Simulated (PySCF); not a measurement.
phosphoric acid (H₃O₄P), SMILES O=P(O)(O)O. Geometry: PBE-D3(BJ)/def2-SVP. One conformer was computed; it need not be the lowest.

Level of theory: PBE-D3(BJ)/def2-SVP in PySCF 2.14.0.

Harmonic wavenumbers (cm⁻¹): 136, 136, 303, 355, 355, 422, 422, 429, 792, 888, 888, 1001, 1009, 1009, 1279, 3713, 3713, 3715. Rotational constants (GHz): 4.381, 4.288, 4.288; symmetry number 3.

Task: Work out the zero-point energy and the ideal-gas rigid-rotor harmonic-oscillator thermochemistry at 298.15 K and 1 atm.

Result: ZPE = ½ Σ hcν = ½ × 20563 cm⁻¹ = 123.00 kJ/mol. H − E(el) = 142.47 kJ/mol. Entropy in J/(mol K): translation 165.93, rotation 98.78, vibration 53.84, total 318.55. G − E(el) = 47.49 kJ/mol. Cp = 99.59 J/(mol K). Modes under 150 cm⁻¹ make the vibrational entropy uncertain.
